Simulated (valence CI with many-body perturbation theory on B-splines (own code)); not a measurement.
## Questions on Mn XIII

Method: configuration interaction combined with many-body perturbation theory (CI+MBPT): three valence electrons over a frozen Dirac-Fock core [Ne], a basis of 11 s, 11 p, 9 d, 7 f, 5 g, 2 h, 1 i functions for each j, with the one-electron correlation potential Σ1 (screened to all orders), the two-electron term Σ2, the three-electron term Σ3, Breit, model QED; selected single and double excitations, second order for the rest, scaled by the run's own slope (own B-spline code, finite nucleus).

No measured spectrum was set against this ion. As an estimate, levels of excited configurations hold to 0.05 to 0.15 % of their energy, terms of the ground configuration to about 0.5 %.

Rates and lifetimes use the calculated energies. Strong lines usually hold to 10 to 20 %, long lifetimes can be off by a factor of two.

(1) What is the ground level?

(2) Name the longest-lived excited levels whose lifetime is computed, and their main decay.

(3) What are the static dipole polarisabilities of the lowest levels?

(4) How well does LS coupling describe the low levels?

(5) Among levels below 1043200 cm⁻¹, which E1 lines absorb most strongly from the ground level?

(6) What is the ionisation energy?

(7) Where does the other parity begin?

Results:

(1) 3s2 3p 2P°_1/2, composition 97 % 3s2 3p 2P°, g = 0.665.

(2) 3s2 3p 2P°_3/2 at 15314 cm⁻¹ lives 30.8 ms, mostly by M1 to 3s2 3p 2P°_1/2; 3s 3p2 4P_3/2 at 214500 cm⁻¹ lives 210 ns, mostly by E1 to 3s2 3p 2P°_3/2. The lifetime of 3s 3p 3d 4F°_9/2 is too uncertain to give, and may be longer.

(3) 3s2 3p 2P°_1/2 0.391; 3s2 3p 2P°_3/2 0.395 (tensor 0.038) bohr³, of which the core gives 0.00680.

(4) Among the lowest 20 levels the leading LS term, summed over configurations, holds 96 % on average. For single configurations the figures are 88 % in LS and 64 % in jj coupling. Terms mix most in the J = 1/2 level at 339250 cm⁻¹, where the leading one holds 82 %.

(5) to 3s2 3d 2D_3/2 at 22.69 nm, f = 0.502; to 3s 3p2 2S_1/2 at 29.48 nm, f = 0.188; to 3s 3p2 2P_1/2 at 27.73 nm, f = 0.155.

(6) 343.65 eV; NIST lists 343.6 ± 0.7 eV (semi-empirical).

(7) At 3s 3p2 4P_1/2, 208380 cm⁻¹.
